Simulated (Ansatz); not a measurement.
Reaction (redistribution): `F[CH]([GaH2])[SiH2]Cl` + `F[CH2][GaH][F]` → `F[CH2][GaH][SiH2]Cl` + `F[CH](F)[GaH2]`

Isolated molecules relaxed with PBE0-D4/def2-TZVP in Ansatz; ΔE leaves out vibrations. CBS: MP2 limit from def2 TZ/QZ plus the TZ coupled-cluster correction, frozen cores. Functionals use def2-TZVPP. B3LYP here is the variant with VWN-RPA as its local correlation; programs differ in this. For Ga outer-core shells are correlated without core-valence functions, which leaves a few kJ/mol of doubt a bond. Scalar relativity is left out up to krypton. One conformer a species, not always the lowest.

```json
{"level": "PBE-D4", "ΔE (kJ/mol)": "130.4", "difference from CCSD(T)/CBS": "-19.9"}
{"level": "r2SCAN-D4", "ΔE (kJ/mol)": "143.4", "difference from CCSD(T)/CBS": "-6.9"}
{"level": "PBE0-D4", "ΔE (kJ/mol)": "133.8", "difference from CCSD(T)/CBS": "-16.5"}
{"level": "B3LYP-D4", "ΔE (kJ/mol)": "141.2", "difference from CCSD(T)/CBS": "-9.1"}
{"level": "ωB97X-V", "ΔE (kJ/mol)": "142.0", "difference from CCSD(T)/CBS": "-8.3"}
{"level": "ωB97M-V", "ΔE (kJ/mol)": "144.9", "difference from CCSD(T)/CBS": "-5.4"}
{"level": "B2PLYP", "ΔE (kJ/mol)": "148.3", "difference from CCSD(T)/CBS": "-2.0"}
{"level": "PBE", "ΔE (kJ/mol)": "128.9", "difference from CCSD(T)/CBS": "-21.4"}
{"level": "r2SCAN", "ΔE (kJ/mol)": "143.0", "difference from CCSD(T)/CBS": "-7.3"}
{"level": "PBE0", "ΔE (kJ/mol)": "132.5", "difference from CCSD(T)/CBS": "-17.8"}
{"level": "B3LYP", "ΔE (kJ/mol)": "138.8", "difference from CCSD(T)/CBS": "-11.5"}
{"level": "HF/def2-TZVPP", "ΔE (kJ/mol)": "143.6", "difference from CCSD(T)/CBS": "-6.7"}
{"level": "MP2/def2-TZVPP", "ΔE (kJ/mol)": "160.8", "difference from CCSD(T)/CBS": "10.5"}
{"level": "SCS-MP2/def2-TZVPP", "ΔE (kJ/mol)": "156.4", "difference from CCSD(T)/CBS": "6.1"}
{"level": "CCSD/def2-TZVPP", "ΔE (kJ/mol)": "146.4", "difference from CCSD(T)/CBS": "-3.9"}
{"level": "CCSD(T)/def2-TZVPP", "ΔE (kJ/mol)": "147.0", "difference from CCSD(T)/CBS": "-3.3"}
{"level": "HF/def2-QZVPP", "ΔE (kJ/mol)": "146.3", "difference from CCSD(T)/CBS": "-4.0"}
{"level": "MP2/def2-QZVPP", "ΔE (kJ/mol)": "163.6", "difference from CCSD(T)/CBS": "13.3"}
{"level": "SCS-MP2/def2-QZVPP", "ΔE (kJ/mol)": "159.7", "difference from CCSD(T)/CBS": "9.4"}
{"level": "HF/CBS(def2)", "ΔE (kJ/mol)": "146.6", "difference from CCSD(T)/CBS": "-3.7"}
{"level": "MP2/CBS(def2)", "ΔE (kJ/mol)": "164.1", "difference from CCSD(T)/CBS": "13.8"}
{"level": "CCSD/CBS(def2)", "ΔE (kJ/mol)": "149.7", "difference from CCSD(T)/CBS": "-0.6"}
{"level": "CCSD(T)/CBS", "ΔE (kJ/mol)": "150.3", "difference from CCSD(T)/CBS": "0"}
```

Largest T1 diagnostic among the species: 0.013.

From PBE to PBE0 (25 % exact exchange), in def2-TZVPP and without D4, ΔE moves by +3.6 kJ/mol. In def2-TZVPP, CCSD(T) changes the Hartree–Fock value by +3.4 kJ/mol (the triples alone add +0.6 kJ/mol) and MP2 by +17.1 kJ/mol.
